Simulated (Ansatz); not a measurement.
A nudged elastic band was laid between two geometries of BClFH + FH (6 atoms, charge 0, multiplicity 1).

Theory: RKS PBE0-D4/def2-SVPD (Ansatz).

```
movable images  : 5
climbing image  : yes
spring          : 5.0 eV/Å²
optimiser       : quadratic models (default)
start path      : through a guess of the saddle point
force threshold : 0.05 eV/Å
iteration limit : 60
end points      : relaxed
```

First end point:

```xyz
6
Properties=species:S:1:pos:R:3
B 0.033 0.392 -0.038
H 0.149 1.047 0.956
F 1.065 0.084 -0.788
Cl -1.574 -0.074 -0.616
F 0.175 -1.750 1.367
H -0.639 -2.081 1.081
```

Last end point:

```xyz
6
Properties=species:S:1:pos:R:3
B 0.005 -0.660 -0.562
H -0.245 0.430 2.082
F 1.067 0.111 -0.628
Cl -1.553 -0.068 -1.079
F 0.137 -1.891 -0.121
H -0.203 -0.305 2.269
```

(1) What changes between the two ends?

(2) Give the energies along the band, and the barrier.

(3) What is the geometry of the highest image?

Answers

(1) Bonds broken: B1–H2, F5–H6. Bonds formed: B1–F5, H2–H6. BClFH + FH becomes BClF2 + H2.

(2) The run converged. The highest image is number 3 of 0 to 6, 88.0 kJ/mol above the first end and 181.7 kJ/mol above the last; the last end lies 93.7 kJ/mol below the first. Neighbouring images differ by up to 1.4 eV, so the band resolves the path poorly. A vibrational analysis at the climbing image gives one clearly imaginary mode, 1211i cm⁻¹: a first-order saddle point. The orbitals stay closed-shell, which can raise the energy where a bond breaks towards radicals; this wasn't checked here.

| image | path coordinate (Å) | energy (kJ/mol) | B1–H2 (Å) | F5–H6 (Å) | B1–F5 (Å) |
| --- | --- | --- | --- | --- | --- |
| 0 | 0.00 | 0.0 | 1.20 | 0.92 | 2.57 |
| 1 | 0.87 | 3.0 | 1.20 | 0.92 | 2.54 |
| 2 | 1.75 | 12.5 | 1.21 | 0.93 | 2.31 |
| 3 | 2.62 | 88.0 | 1.33 | 1.15 | 1.62 |
| 4 | 3.24 | -43.0 | 1.75 | 1.78 | 1.35 |
| 5 | 3.86 | -88.6 | 2.33 | 2.37 | 1.32 |
| 6 | 4.48 | -93.7 | 2.87 | 2.89 | 1.31 |

(3) 
```xyz
6
Properties=species:S:1:pos:R:3
B -0.085 -0.229 0.025
H -0.088 0.291 1.249
F 1.056 0.002 -0.612
Cl -1.632 0.024 -0.792
F -0.014 -1.695 0.701
H -0.030 -0.776 1.390
```

Run time: 3.9 min on 2 threads of Arm Neoverse V1 (shared host), peak memory 0.21 GiB.
